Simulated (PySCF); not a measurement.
F (SMILES [F+]), charge +1, triplet. Base run: MP2/def2-SVP in PySCF.

PySCF was given this input:
```python
from pyscf import gto, scf, mp

mol = gto.Mole()
mol.atom = '''
    F     0.00000000    0.00000000    0.00000000
'''
mol.basis = 'def2-svp'
mol.charge = 1
mol.spin = 2
mol.verbose = 4
mol.build()

mf = scf.UHF(mol)
mf.kernel()

pt = mp.MP2(mf)
pt.kernel()
print('E(MP2) = %.10f' % pt.e_tot)
```

Variants of this job, named by their change:

| change | ΔE vs base (kcal/mol) | MP2 correlation (Eh) | basis functions |
|---|---|---|---|
| base | 0.000 | -0.09633 | 14 |
| density fitting = JK and correlation | 0.030 | -0.09635 | 14 |
| method = ccsd(t) | -9.42 | -0.09633 | 14 |
| frozen = 1 | 1.00 | -0.09473 | 14 |
| method = cisd | -8.20 | - | 14 |
| method = ccsd | -8.90 | -0.09633 | 14 |
| cart = on | -4.49 | -0.10160 | 15 |
| frozen = 2 | 31.89 | -0.04551 | 14 |

Open shells are given as the SCF converged; they aren't shown to be the lowest states, and a large step between rows can be another state.
